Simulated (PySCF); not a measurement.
Species: hexanenitrile, C6H11N.
Cartesian coordinates in Å at the PBE0-D3(BJ)/def2-SVP level; atoms count from 1:
```
atom  x, y, z in Å
C1    -2.3807    0.3424    0.4864
C2    -1.2799   -0.1276   -0.4507
C3     0.1023   -0.1081    0.1878
C4     1.2051   -0.5698   -0.7525
C5     2.6008   -0.5492   -0.1233
C6     3.0255    0.7865    0.2821
N7     3.3367    1.8563    0.5953
H8    -2.2033    1.3762    0.8232
H9    -3.3665    0.3156   -0.0014
H10   -2.4374   -0.2906    1.3864
H11   -1.5033   -1.1499   -0.8039
H12   -1.2676    0.5047   -1.3559
H13    0.3279    0.9127    0.5435
H14    0.0993   -0.7471    1.0897
H15    1.2094    0.0562   -1.6603
H16    1.0049   -1.6005   -1.0888
H17    3.3507   -0.9442   -0.8272
H18    2.6317   -1.1992    0.7670
```

Computed with PySCF at wB97X-D/def2-SVPD, non-relativistic, on one gas-phase PBE0-D3(BJ)/def2-SVP geometry that isn't relaxed in the solvent. The solvent is an IEF-PCM continuum (Bondi radii, 1.10 Å for H, scaled by 1.2), and excitations are vertical TDDFT with non-equilibrium linear response and a frozen core. The model holds no explicit solvent molecules, cavitation or dispersion.

```
run  E − E(gas) (kcal/mol)  HOMO (eV)  HOMO–LUMO gap (eV)  dipole (D)  lowest singlet (eV)  static polarisability (au)
gas                   0.00     -11.04               13.05        4.15                 7.70                        76.8
  P                  -3.10     -10.97               13.14        4.71                 7.74                        86.7
  Q                  -4.90     -10.91               13.15        5.05                 7.76                        93.7
```

**Question.** The runs were made in benzene and chloroform. Which run belongs to which solvent?

**Answer.** P = benzene, Q = chloroform. The dielectric constants are 2.271 (benzene), 4.711 (chloroform), and the energy falls further as ε rises. The optical constants n² used for the excitations are 2.25, 2.09 in the same order. In this model the ground state sees the solvent through ε alone.

**Question.** How constant is the ratio of the lowering to (ε − 1)/(2ε + 1)?

**Answer.** 
| solvent | (ε − 1)/(2ε + 1) | E − E(gas) (kcal/mol) | ratio (kcal/mol) | polarisation term (kcal/mol) |
| --- | --- | --- | --- | --- |
| benzene | 0.229 | -3.10 | -13.5 | -3.44 |
| chloroform | 0.356 | -4.90 | -13.8 | -5.79 |

The ratio changes by +1.9 % in size from benzene to chloroform. The polarisation term is half the interaction of the solute with the induced surface charges.

The pairwise dispersion term of wB97X-D wasn't added to the energies; at a given geometry it leaves orbitals and properties as they are.
